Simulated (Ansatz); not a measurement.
C₂H₅BO₃, SMILES `CBOC(=O)O` at its PBE0-D4/def2-TZVP geometry, where that method's forces vanish. Charge 0, multiplicity 1.

```xyz
11

C     1.0752    1.3712   -1.0626
B     0.6979    0.2697   -0.0387
O    -0.6141   -0.1596   -0.0104
C    -1.0121   -1.1945    0.7494
O    -0.3247   -2.0786    1.1640
O    -2.3268   -1.0878    0.9385
H     0.2438    1.7062   -1.6840
H     1.5034    2.2348   -0.5415
H     1.8789    1.0045   -1.7119
H     1.4685   -0.2091    0.7377
H    -2.5898   -1.8568    1.4593
```

(1) What forces (eV/Å) does ωB97M-V/def2-TZVPP give on these atoms in Ansatz 0.2.0? (Best estimate.)

## Answers

(1) The calculation gave: 
```
C1   0.055  0.097 -0.079
B2   0.228 -0.039  0.110
O3  -0.039  0.124 -0.132
C4   0.047 -0.068  0.036
O5   0.074 -0.089  0.041
O6  -0.221 -0.063  0.086
H7   0.056 -0.029  0.049
H8  -0.038 -0.064 -0.037
H9  -0.064  0.022  0.047
H10 -0.101  0.057 -0.091
H11  0.002  0.051 -0.030
```
